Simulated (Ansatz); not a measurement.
C₃H₅AlCl₂ (`C=C[CH2][Al]([Cl])[Cl]`), relaxed with RKS PBE0-D4/def2-TZVP in Ansatz from a PBE-D4/def2-SVP geometry. The force threshold is 0.005 eV/Å; the program also tests the step.

The species carries charge 0 and has multiplicity 1.

Start:

```xyz
11

C    -0.018   -0.153    1.571
C    -0.444   -0.745    0.421
C    -0.998   -0.037   -0.779
Al    0.831    0.585   -1.095
Cl    1.395    2.539   -0.512
Cl    2.296   -0.656   -1.979
H    -0.171    0.923    1.765
H     0.473   -0.740    2.360
H    -0.245   -1.827    0.301
H    -1.657    0.818   -0.532
H    -1.463   -0.707   -1.522
```

| step | energy (eV) | largest force (eV/Å) | largest move (Å) |
| --- | --- | --- | --- |
| 1 | -34825.4377 | 0.546 | 0.000 |
| 2 | -34825.4864 | 0.146 | 0.032 |
| 3 | -34825.4895 | 0.114 | 0.026 |
| 4 | -34825.4904 | 0.027 | 0.015 |
| 5 | -34825.4907 | 0.026 | 0.011 |
| 6 | -34825.4912 | 0.034 | 0.035 |
| 7 | -34825.4917 | 0.030 | 0.037 |
| 8 | -34825.4918 | 0.078 | 0.038 |
| 9 | -34825.4921 | 0.019 | 0.014 |
| 10 (rejected) | -34825.4920 | 0.054 | 0.004 |
| 11 | -34825.4922 | 0.011 | 0.002 |
| 12 | -34825.4922 | 0.003 | 0.003 |

End:

```xyz
11

C     0.025   -0.148    1.505
C    -0.459   -0.745    0.400
C    -1.019   -0.035   -0.778
Al    0.819    0.568   -0.994
Cl    1.351    2.531   -0.500
Cl    2.282   -0.669   -1.837
H    -0.121    0.911    1.694
H     0.536   -0.720    2.269
H    -0.274   -1.811    0.280
H    -1.666    0.805   -0.522
H    -1.474   -0.687   -1.517
```

It took 80 s on 4 threads of an Arm Neoverse V1 on a shared host, with 0.77 GiB of host memory at the peak.
